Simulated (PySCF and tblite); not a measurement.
Values are calculated unless marked as measured or tabulated.
C7H10F2, numbered as in [F:1][C@@H:2]1[CH2:3][CH2:4][CH2:5][C@:6]2([F:7])[CH2:8][C@H:9]12.

First level. Free energies: PBE0-D3(BJ)/def2-SVP (IEF-PCM, chloroform) on GFN2-xTB structures plus GFN2-xTB thermal terms, symmetry and mirror images included. Conformers within 2.5 kcal/mol (GFN2-xTB free energy) were kept, 2 at most. GIAO shieldings: KT2/pcSseg-1 (IEF-PCM, chloroform). Shifts are against TMS (¹H), TMS (¹³C) at the same level; of two unlike H on one atom, a is the less shielded. Run with PySCF (density fitting) and tblite.

It gives, at 298.15 K, with 2 conformers (largest weight 79 %): ¹H: 5.62 (H2, 1H), 2.49 (H5a, 1H), 2.30 (H5b, 1H), 1.98 (H9, 1H), 1.67 (H3a, 1H), 1.61 (H4a, 1H), 1.60 (H3b, 1H), 1.48 (H4b, 1H), 1.25 (H8a, 1H), 1.00 (H8b, 1H) ppm. ¹³C: 90.9 (C2), 82.6 (C6), 34.7 (C3), 33.7 (C5), 26.8 (C9), 21.2 (C4), 13.7 (C8) ppm.

Second level: GFN2-xTB geometries, energies HSE06-D3(BJ)/pcSseg-1 (IEF-PCM, tetrahydrofuran), level shift 0.2, shieldings HSE06/pcSseg-1 (IEF-PCM, tetrahydrofuran), level shift 0.2, on up to 2 of the same conformers.

**Question.** How do the averaged shifts change?

**Answer.** 
```tsv
signal	first	second	change (ppm)
H2	5.62	5.50	-0.12
H3b	1.60	1.59	-0.01
H3a	1.67	1.57	-0.10
H4a	1.61	1.54	-0.06
H4b	1.48	1.37	-0.11
H5a	2.49	2.39	-0.10
H5b	2.30	2.26	-0.04
H8a	1.25	1.32	0.07
H8b	1.00	0.93	-0.08
H9	1.98	1.99	0.01
C2	90.9	91.0	0.1
C3	34.7	33.2	-1.4
C4	21.2	20.4	-0.8
C5	33.7	32.5	-1.2
C6	82.6	83.0	0.4
C8	13.7	14.5	0.8
C9	26.8	26.0	-0.8
```

The largest weight becomes 70 %.

Shifts are unscaled: against experiment ¹³C can be off by 15 ppm or more and ¹H by 0.8 ppm. For its torsions the set is small; conformers may be missing.


Conformer gaps in def2-SVP or pcSseg-1 on xTB geometries can be 2 kcal/mol off for S=O, P=O and other polar bonds.